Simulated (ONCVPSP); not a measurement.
**u(r) = r·R(r): atom against pseudo-atom (gold)**

Columns: radius, all-electron u(r) and pseudo u(r) of the 5p shell (level -59.80 eV) of gold in the configuration [Kr] 4d10 4f14 5s2 5p6 5d10 6s1; PBEsol, scalar-relativistic, ONCV scheme, ONCVPSP 4.0.1.

| r (bohr) | all-electron | pseudo |
| --- | --- | --- |
| 0.082 | 0.1057 | 0.0194 |
| 0.165 | 0.3245 | 0.0770 |
| 0.248 | -0.2863 | 0.1692 |
| 0.330 | -0.6067 | 0.2876 |
| 0.413 | -0.4730 | 0.4267 |
| 0.495 | -0.1033 | 0.5726 |
| 0.578 | 0.3130 | 0.7174 |
| 0.660 | 0.6610 | 0.8465 |
| 0.742 | 0.9099 | 0.9519 |
| 0.825 | 1.0612 | 1.0273 |
| 0.908 | 1.1281 | 1.0675 |
| 0.990 | 1.1310 | 1.0724 |
| 1.072 | 1.0907 | 1.0460 |
| 1.155 | 1.0220 | 0.9935 |
| 1.238 | 0.9376 | 0.9222 |
| 1.320 | 0.8476 | 0.8407 |
| 1.402 | 0.7572 | 0.7547 |
| 1.485 | 0.6690 | 0.6683 |
| 1.568 | 0.5866 | 0.5864 |
| 1.650 | 0.5120 | 0.5118 |
| 1.733 | 0.4439 | 0.4438 |
| 1.815 | 0.3840 | 0.3839 |
| 1.898 | 0.3305 | 0.3304 |
| 1.980 | 0.2842 | 0.2841 |
| 2.062 | 0.2438 | 0.2437 |
| 2.145 | 0.2083 | 0.2082 |

How many radial nodes do the two functions have?

The all-electron 5p function has n − l − 1 = 3 (the table is too coarse to show those close to the nucleus); the pseudo-wave has 0, since the states of the same l below it are removed with the core.

At about which radius was the pseudo-wave matched?

1.65 bohr, where the columns begin to agree (steps of 0.08 bohr).

Is the pseudo-wave norm-conserving?

Yes: the ONCV scheme keeps the norm inside the radius equal to the all-electron one, which fixes the energy derivative of the logarithmic derivative at the level.
